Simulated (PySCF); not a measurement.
Species: C7H10P2.
SMILES with atom numbers: `[CH3:1][CH2:2][c:3]1[p:4][cH:5][cH:6][p:7][c:8]1[CH3:9]` (hydrogens: H10, H11, H12 on C1; H13, H14 on C2; H15 on C5; H16 on C6; H17, H18, H19 on C9)

All values: PBE0/pcSseg-1 and CAM-B3LYP/def2-SVPD (PySCF, non-relativistic), on one gas-phase PBE0-D3(BJ)/def2-SVP geometry that isn't relaxed in the solvent. The solvent is an IEF-PCM continuum (Bondi radii, 1.10 Å for H, scaled by 1.2). Only the electrostatic response of the medium enters.

Gas phase at PBE0/pcSseg-1: HOMO -6.82 eV, LUMO -2.19 eV, dipole 1.08 D.

Task: What does the continuum do to the energy, the frontier levels and the dipole at PBE0/pcSseg-1 in chloroform and tetrahydrofuran?

Result: 
```tsv
solvent	ε	E(solvent) − E(gas) (kJ/mol)	polarisation term (kJ/mol)	distortion of the solute (kJ/mol)	HOMO (eV)	LUMO (eV)	dipole (D)
chloroform	4.711	-9.64	-10.65	1.01	-6.84	-2.22	1.38
tetrahydrofuran	7.426	-11.14	-12.50	1.36	-6.85	-2.23	1.43
```

The first energy column is the sum of the next two and covers electrostatics alone. From chloroform to tetrahydrofuran the lowering changes by a factor 1.16, Onsager's factor (ε − 1)/(2ε + 1) by 1.14 and ε itself by 1.6.

Task: Which radius a makes the point-dipole formula ΔE = −[(ε − 1)/(2ε + 1)]·μ²/a³ give the value in tetrahydrofuran, with the gas-phase dipole?

Result: μ = 0.423 au and |ΔE| = 0.00424 Eh give a = 1.36 Å; the farthest nucleus lies 4.16 Å from the centroid of the nuclei, so such a sphere wouldn't even hold the nuclei. The formula assumes a rigid point dipole at the centre of a sphere.

Task: Which IAO charges (PBE0/pcSseg-1) respond most in chloroform (means over atoms taken as equivalent)?

Result: 
```tsv
atoms	environment	gas (e)	solvent (e)	change
P7	phosphorus bonded to 2 C	+0.357	+0.340	-0.017
P4	phosphorus bonded to 2 C	+0.355	+0.340	-0.015
H15	aromatic hydrogen	+0.163	+0.171	+0.008
H16	aromatic hydrogen	+0.163	+0.172	+0.009
H17/H18/H19	methyl hydrogen	+0.149	+0.154	+0.005
H13/H14	methylene hydrogen	+0.139	+0.144	+0.005
C5	aromatic CH carbon	-0.362	-0.366	-0.004
C9	benzylic-type carbon	-0.412	-0.416	-0.004
```

Gas phase at CAM-B3LYP/def2-SVPD: HOMO -7.79 eV, LUMO -1.15 eV, dipole 0.99 D.

Task: What does the continuum do to the energy, the frontier levels and the dipole at CAM-B3LYP/def2-SVPD in chloroform?

Result: 
| solvent | ε | E(solvent) − E(gas) (kJ/mol) | polarisation term (kJ/mol) | distortion of the solute (kJ/mol) | HOMO (eV) | LUMO (eV) | dipole (D) |
| --- | --- | --- | --- | --- | --- | --- | --- |
| chloroform | 4.711 | -9.39 | -10.50 | 1.11 | -7.79 | -1.16 | 1.28 |

Task: How does the static polarisability (CAM-B3LYP/def2-SVPD, frozen core, with the continuum's full static response) change?

Result: 
```
    medium  isotropic (au)  principal values (au)  ⟨r²⟩ of the electrons (bohr²)
       gas           133.8     88.6, 152.3, 160.6                         1661.4
chloroform           180.0    115.5, 202.6, 222.1                         1660.9
```

The isotropic value in chloroform is 1.35 times the gas-phase one; no cavity-field correction is applied. ⟨r²⟩ is taken about the centre of nuclear charge.

On Arm Neoverse V1, one thread, no GPU, shared host, this took 46 s and 1.3 GiB of memory at its peak. This is the whole shielding run at PBE0/pcSseg-1 in tetrahydrofuran, SCF included.

Shape of the structure used: `[CH3:1][CH2:2][c:3]1[p:4][cH:5][cH:6][p:7][c:8]1[CH3:9]`: C1–C2–C3–P4 93°.
